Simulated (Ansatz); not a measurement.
Reaction R1 + R2 → P1 + P2, each structure at its B3LYP-D3(BJ)/def2-SVP stationary point, reached from a drawn start (curvature not checked).
R1, C5H14O2Si (SMILES CCO[SiH](C)OCC) (charge 0, multiplicity 1):
```xyz
22

C      3.485    -0.849     0.342
C      2.148    -0.430    -0.241
O      1.546     0.530     0.612
Si     0.007     1.121     0.448
C     -0.210     2.081    -1.145
O     -1.014    -0.198     0.459
C     -2.419    -0.179     0.309
C     -2.957    -1.594     0.412
H      4.150     0.022     0.446
H      3.345    -1.293     1.339
H      3.977    -1.591    -0.307
H      2.293    -0.003    -1.253
H      1.484    -1.307    -0.351
H     -0.223     1.986     1.635
H      0.516     2.909    -1.204
H     -1.221     2.515    -1.217
H     -0.060     1.430    -2.023
H     -2.881     0.458     1.089
H     -2.698     0.261    -0.669
H     -2.700    -2.031     1.390
H     -4.053    -1.606     0.299
H     -2.517    -2.230    -0.372
```
P1, C3H9O2Si (SMILES CCO[SiH](C)[O]) (charge 0, multiplicity 2):
```xyz
15

C      2.56916     0.14975     0.11100
C      1.12795     0.05692    -0.35235
O      0.28158    -0.13420     0.77244
Si    -1.29660    -0.63871     0.70532
C     -2.36684     0.48940    -0.35772
O     -1.49898    -2.12381    -0.04496
H      2.86904    -0.77884     0.62045
H      3.24269     0.31426    -0.74502
H      2.69178     0.98358     0.81932
H      1.00845    -0.78004    -1.06541
H      0.83759     0.98293    -0.88515
H     -1.73538    -0.70355     2.12086
H     -3.42900     0.21264    -0.28691
H     -2.06144     0.44552    -1.41404
H     -2.24002     1.52405     0.00206
```
P2, C2H6 (SMILES CC) (charge 0, multiplicity 1, Z-matrix in Å and degrees):
```
C
H 1 1.1023
H 1 1.1023 2 107.34
H 1 1.1023 2 107.34 3 -115.13
C 1 1.5271 2 111.52 3 122.43
H 5 1.1023 1 111.52 2 180.00
H 5 1.1023 6 107.34 1 -122.43
H 5 1.1023 6 107.34 7 -115.13
```
R2: H atom, charge 0, multiplicity 2.

P less R. No zero-point or thermal terms; singlets are restricted closed shells; open shells are unrestricted. One arrangement of each flexible species, with no search for the lowest.

Frozen-core correlation throughout.

The values were computed with Ansatz (Gaussian basis) for Hartree–Fock, density functionals and correlated methods. Each number belongs to the level named beside it.

Total energies in hartree:

```csv
structure,PBE/def2-TZVPP,r2SCAN/def2-TZVPP,CCSD(T)/cc-pV(D+d)Z
R1,-638.545205,-638.920715,-637.580480
P1,-559.332146,-559.643135,-558.513954
P2,-79.732886,-79.799808,-79.583053
R2,-0.499616,-0.499927,-0.499278
```

Work out the reaction energy at each level in kcal/mol (1 hartree = 627.50947 kcal/mol), and say how far PBE/def2-TZVPP lies from CCSD(T)/cc-pV(D+d)Z.


- PBE/def2-TZVPP: (-559.332146) + (-79.732886) − (-638.545205) − (-0.499616) = -0.020211 hartree = -12.68 kcal/mol
- r2SCAN/def2-TZVPP: (-559.643135) + (-79.799808) − (-638.920715) − (-0.499927) = -0.022301 hartree = -13.99 kcal/mol
- CCSD(T)/cc-pV(D+d)Z: (-558.513954) + (-79.583053) − (-637.580480) − (-0.499278) = -0.017249 hartree = -10.82 kcal/mol
PBE/def2-TZVPP less CCSD(T)/cc-pV(D+d)Z: -1.86 kcal/mol. CCSD(T)/cc-pV(D+d)Z is the level counted from, the highest shown, and no exact or measured value.

Ansatz is an electronic-structure program.
